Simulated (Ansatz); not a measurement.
Total energies of C$_{2}$H$_{6}$BNSe (`CBC(N)=[Se]`).

```xyz
11

C     0.4848    0.6779    1.4741
B     0.7446    0.3319   -0.0409
C    -0.3663   -0.1951   -0.9581
N    -0.9873   -1.3082   -1.2529
Se   -0.6097    1.4790   -1.5952
H     1.0357    1.5706    1.7794
H     0.8660   -0.1443    2.0945
H    -0.5696    0.8211    1.7196
H     1.8610    0.2677   -0.4759
H    -0.7326   -2.1736   -0.8043
H    -1.7266   -1.3271   -1.9401
```

Total charge 0; spin multiplicity 1. Correlated methods include outer-core shells of Se, which these sets cover unevenly. Scalar relativity is left out up to krypton. All single points use the PBE0-D4/def2-TZVP geometry. It is one conformer, not always the lowest. Basis def2-TZVPP, Ansatz.

RPA on PBE orbitals: Hartree–Fock energy of these orbitals -2558.20097 Eh, correlation -1.47698 Eh (frozen core).

```tsv
functional	energy without D4 (Eh)	D4 term (kJ/mol)
LDA (SPW92)	-2556.15378	–
PBE	-2560.47204	-24.2
revPBE	-2560.80328	-73.2
BLYP	-2561.01089	-53.2
B97M-V	-2560.61039	–
PBE0	-2560.56507	-20.5
r2SCANh	-2560.92851	-6.3
r2SCAN0	-2560.91308	-7.0
HSE06 (plane-wave form)	-2560.55898	-19.1
CAM-B3LYP	-2561.07545	-20.8
LC-ωPBE	-2560.59874	–
ωB97X-V	-2560.77231	–
ωB97M-V	-2560.83181	–
PBE-QIDH	-2560.22065	–
```

Task: Give the same for r2SCAN, B3LYP, BHLYP, B2PLYP. (Estimate.)

Result: Ansatz gave: 
```
functional  energy without D4 (Eh)  D4 term (kJ/mol)
    r2SCAN             -2560.93972              -5.9
     B3LYP             -2561.09018             -39.1
     BHLYP             -2560.93131             -30.0
    B2PLYP             -2560.52204                 –
```

B3LYP takes the VWN-RPA correlation (the form of Gaussian; ORCA's B3LYP/G). HSE06 is the plane-wave form, built on full-range PBE exchange. The double hybrids freeze the cores in their second-order part.

LC-ωPBE has ω = 0.4 bohr⁻¹.
